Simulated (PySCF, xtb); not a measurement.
SbI2, SMILES [I][Sb+][I] (connectivity only; charge and spin as stated), charge +1, multiplicity 1.

GFN2-xTB run with xtb 6.7.1 at its own geometry gives an orbital gap of 1.73 eV.

The structure is a stationary point at PBE0-D3(BJ)/def2-SVP. The spin state was assumed, not searched. The isomer is the one that the SMILES or the coordinates give; other isomers of the formula were not compared. The def2 effective core potentials stand for the cores of I, Sb; spin–orbit coupling is left out.

Q: What does CAM-B3LYP/def2-TZVPD run with PySCF give? (The exact figures need the calculation; the answer reports its results.)

A: gap 5.25 eV (levels -13.86 and -8.61 eV).
